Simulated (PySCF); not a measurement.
A series of related molecules.

All values: wB97X-D/def2-SVPD (PySCF) at PBE0-D3(BJ)/def2-SVP geometries, gas phase, one conformer each. Core orbitals are frozen in the response; Δα² is half the sum of the squared differences of the principal polarisabilities. Atoms past krypton carry effective core potentials. The calculation is non-relativistic apart from the core potentials, for gallium too.

(1) Rank by HOMO–LUMO gap, lowest first.
A. `[NH2][Ga]([Cl])[Cl]` (GaCl2(NH2))
B. `CC[CH2][Ga]([Cl])[Cl]` (GaCl2(nPr))
C. `[SiH3][Ga]([Cl])[Cl]` (GaCl2(SiH3))
D. `C[N](C)[Ga]([Cl])[Cl]` (GaCl2(NMe2))
E. `[Cl][Ga]([Cl])[I]` (GaCl2I)
F. `[OH][Ga]([Cl])[Cl]` (GaCl2(OH))

(2) Rank by mean static polarisability, highest first.
A. GaCl2I, `[Cl][Ga]([Cl])[I]`
B. GaCl2(CH2SiH3), `[SiH3][CH2][Ga]([Cl])[Cl]`
C. GaCl2(NH2), `[NH2][Ga]([Cl])[Cl]`
D. GaCl2F, `[F][Ga]([Cl])[Cl]`
E. GaCl2(CCH), `C#[C][Ga]([Cl])[Cl]`
F. GaCl2(NMe2), `C[N](C)[Ga]([Cl])[Cl]`

## Answers

(1) D (9.19 eV), E (9.31 eV), C (9.86 eV), A (10.41 eV), B (10.65 eV), F (11.17 eV).

(2) B (13.86 Å³), A (13.27 Å³), F (12.95 Å³), E (10.98 Å³), C (9.13 Å³), D (7.62 Å³).

All values together:

```tsv
SMILES	formula	μ (D)	HOMO (eV)	LUMO (eV)	α (Å³)	Δα (Å³)	electrons	α per electron (Å³)	ΔSCF removal energy (eV)
[CH3][Ga]([Cl])[Cl]	CH3Cl2Ga	2.99	-10.77	0.36	9.90	3.48	74	0.134	–
[H][Ga]([Cl])[Cl]	Cl2GaH	1.92	-11.12	-0.18	8.09	3.12	66	0.123	–
[SiH3][CH2][Ga]([Cl])[Cl]	CH5Cl2GaSi	2.81	-10.63	0.19	13.86	4.09	90	0.154	–
CC[CH2][Ga]([Cl])[Cl]	C3H7Cl2Ga	3.29	-10.30	0.35	13.63	4.68	90	0.151	10.49
C#[C][Ga]([Cl])[Cl]	C2HCl2Ga	2.54	-10.82	-0.42	10.98	5.32	78	0.141	11.22
C[CH](C)[Ga]([Cl])[Cl]	C3H7Cl2Ga	3.31	-9.97	0.39	13.56	3.74	90	0.151	–
C[N](C)[Ga]([Cl])[Cl]	C2H6Cl2GaN	2.73	-8.80	0.39	12.95	4.82	90	0.144	–
[OH][Ga]([Cl])[Cl]	Cl2GaHO	1.48	-11.41	-0.24	8.37	3.10	74	0.113	–
[Cl][Ga]([Cl])[I]	Cl2GaI	1.22	-10.12	-0.81	13.27	5.66	118	0.112	10.53
[F][Ga]([Cl])[Cl]	Cl2FGa	0.87	-11.75	-0.67	7.62	3.16	74	0.103	–
[SiH3][Ga]([Cl])[Cl]	Cl2GaH3Si	3.01	-10.33	-0.47	12.89	4.93	82	0.157	–
[NH2][Ga]([Cl])[Cl]	Cl2GaH2N	2.75	-10.16	0.26	9.13	3.07	74	0.123	–
```

Conformers: `[SiH3][CH2][Ga]([Cl])[Cl]`; `CC[CH2][Ga]([Cl])[Cl]`; `C[CH](C)[Ga]([Cl])[Cl]`; `[OH][Ga]([Cl])[Cl]`.

A dash marks a removal energy that wasn't run or isn't settled.

How closely does the mean polarisability follow the number of electrons in this set?

The correlation coefficient is 0.76; α per electron runs from 0.103 to 0.157 Å³.
